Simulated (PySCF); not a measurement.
## Rotational lines of ScN

Lines J+1 ← J of the vibrational ground state, computed from M06 constants of ScN, ¹Σ⁺ (singlet), closed shell (basis Sc def2-TZVPP, N def2-TZVPP; no relativity; PySCF 2.14; masses 44.9559 and 14.0031 u), in MHz:

| J | ν (MHz) |
| --- | --- |
| 2 | 105113.7 |
| 3 | 140148.8 |
| 4 | 175181.3 |
| 5 | 210210.8 |
| 6 | 245236.5 |

(1) Find B0 and the effective bond length r0; with αe = 0.00253 cm⁻¹, find Re.

The metal atom is held in its measured ground configuration; semilocal functionals can put another filling of s and d lower by some tenths of an eV, and De to that atom would be smaller.

Answers

(1) ν = 2B0(J+1) − 4D(J+1)³ gives B0 = 0.58439 cm⁻¹. With the reduced mass μred = 10.677 u, r0 = √(16.8576/(μred·B0)) (u, cm⁻¹, Å) = 1.6437 Å. Be = B0 + αe/2 = 0.58565 cm⁻¹ gives Re = 1.642 Å.
